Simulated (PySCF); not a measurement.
Correlation energy of Mn²⁺ (manganese, charge +2)

[Ar] 3d4 4s1, high-spin 6D determinant (an excited configuration). Computed with PySCF 2.14 in x2c-TZVPPall (6s5p4d2f1g, 64 functions), with scalar relativity by spin-free X2C-1e. Frozen: [Ar]; 5 electrons correlated.

MP2 pair energies summed by pair of shells (mhartree):

```tsv
pair	energy	share (%)
3d-3d	-38.82	77.8
3d-4s	-11.07	22.2
```

Total MP2 correlation energy: -49.89 mhartree.

Same-spin part -49.89 and opposite-spin part 0.00 mhartree; SCS-MP2 scales them by 1/3 and 6/5 to -16.63 mhartree.
